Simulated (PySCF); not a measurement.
**Working out the ionisation energy of Pb**

Pb [Xe] 4f14 5d10 6s2 6p2 (3P) → Pb⁺ [Xe] 4f14 5d10 6s2 6p1 (2P). All numbers are calculated (PySCF 2.14, a scalar-relativistic core potential, in aug-cc-pwCVDZ-PP with ECP60MDF). Frozen: nothing. Energies in hartree (1 hartree = 27.21139 eV):

```json
{"part": "UHF", "Pb (lower)": "-191.833078", "Pb⁺ (upper)": "-191.591547"}
{"part": "MP2 opposite-spin", "Pb (lower)": "-0.279135", "Pb⁺ (upper)": "-0.275258"}
{"part": "MP2 same-spin", "Pb (lower)": "-0.157603", "Pb⁺ (upper)": "-0.150131"}
```

What does Hartree-Fock give?

(-191.591547) − (-191.833078) = 0.241531 hartree = 6.572 eV.

What do MP2 and SCS-MP2 (6/5 opposite-spin, 1/3 same-spin) give?

The opposite-spin parts differ by 0.105 eV and the same-spin parts by 0.203 eV. MP2: 6.572 + (0.105) + (0.203) = 6.880 eV. SCS-MP2: 6.572 + 1.2 × (0.105) + (0.203)/3 = 6.766 eV.

Reference: 7.417 eV (measured; NIST Atomic Spectra Database, ionization energies), between the lowest levels; spin-orbit coupling is absent from the calculation.

A double-zeta basis recovers only part of the correlation energy.

What remains against the reference includes basis incompleteness and correlation beyond second order.
